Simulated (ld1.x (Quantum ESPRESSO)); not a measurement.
Building the PAW potential for gallium (Ga) (PBE, fully relativistic).

```
Element                 : gallium (Ga)
Generator               : ld1.x (Quantum ESPRESSO) 7.5
Type                    : PAW
Functional              : PBE
Relativity              : fully relativistic
Frozen core             : [Ar]
Valence charge          : 13
Reference configuration : 3d10 4s2 4p0 (charge +1)
Partial waves           : 4s (bound): rcut 1.30, rcutus 1.50 bohr; 4s channel at 3.2 Ry: rcut 1.30, rcutus 1.50 bohr; 4p (bound, empty): rcut 2.05, rcutus 2.20 bohr; 4p channel at 2.5 Ry: rcut 2.05, rcutus 2.20 bohr; 3d (bound): rcut 1.10, rcutus 1.45 bohr; 3d channel at -0.3 Ry: rcut 1.10, rcutus 1.45 bohr
Local potential         : all-electron potential smoothed inside 1.10 bohr (lloc = -2)
Core correction         : Bessel-smoothed model core inside 1.20 bohr
Augmentation charge     : BESSEL, radius 1.05 bohr
```

Open shells are filled in proportion to 2j + 1 (rel_dist='average').

Question: Is a potential produced?

Answer: No. ld1.x (Quantum ESPRESSO) 7.5 stopped with "run_pseudo: Errors in PS-KS equation": the pseudo-atom solver did not find the valence states with the expected number of nodes, which is the usual sign of a ghost state. Before that it printed "Warning: n=1, l=0 expected 0 nodes, found 1".
